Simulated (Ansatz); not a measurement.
`[F][Al]([Cl])[Cl]` + CH₃OH → `C[O][Al]([F])[Cl]` + HCl at 298.15 K and 1 bar (ligand exchange at the Al–Cl bond).

Gas-phase electronic energies from Ansatz, PBE0-D4/def2-TZVP geometries. CBS: MP2 limit from def2 TZ/QZ plus the TZ coupled-cluster correction, frozen cores. This one scheme is used for every species. Each species was taken in one conformer, which may not be the lowest.

```json
{"species": "`[F][Al]([Cl])[Cl]`", "CCSD(T)/CBS energy (Eh)": "-1261.58534", "H − E (kJ/mol)": "30.9", "S (J/(mol·K))": "310.8"}
{"species": "CH₃OH", "CCSD(T)/CBS energy (Eh)": "-115.61712", "H − E (kJ/mol)": "146.3", "S (J/(mol·K))": "238.2"}
{"species": "`C[O][Al]([F])[Cl]`", "CCSD(T)/CBS energy (Eh)": "-916.81237", "H − E (kJ/mol)": "143.2", "S (J/(mol·K))": "357.3"}
{"species": "HCl", "CCSD(T)/CBS energy (Eh)": "-460.38127", "H − E (kJ/mol)": "26.6", "S (J/(mol·K))": "186.8"}
```

H − E and S are ideal-gas, rigid-rotor, harmonic terms from PBE0-D4/def2-TZVP, for one conformer and one mirror image of each species. 1 Eh = 2625.50 kJ/mol, R = 8.31446 J/(mol·K).

Question: By hand: ΔE, ΔH, ΔS and ΔG.

Answer: ΔE = (-916.81237) + (-460.38127) − (-1261.58534) − (-115.61712) = 0.00882 Eh = 23.2 kJ/mol. Δ(H − E) = 143.2 + 26.6 − 30.9 − 146.3 = -7.4, so ΔH = 15.8 kJ/mol. ΔS = 357.3 + 186.8 − 310.8 − 238.2 = -4.9 J/(mol·K). ΔG = 15.8 − 298.15 × (-4.9)/1000 = 17.3 kJ/mol.

Question: By hand: the equilibrium constant, and the temperature at which ΔG would vanish if ΔH and ΔS stayed fixed.

Answer: log₁₀ K = −ΔG/(RT ln 10) = -3.0. ΔH and −TΔS have one sign here, so there is no such temperature.

The number of gas molecules stays the same, so ΔS is small and ΔH decides. A doubt of 5 kJ/mol in ΔE shifts log₁₀ K by 0.9 here. Other conformers and mirror images would add mixing entropy, several J/(mol·K) or more a flexible species. These are equilibria of isolated gas molecules and say nothing of rates. Largest T1 diagnostic: 0.011 (customary marks: 0.02 for closed shells, 0.045 for open ones).

ΔS is within the doubt of such terms, so its sign, and with it that verdict, could turn.
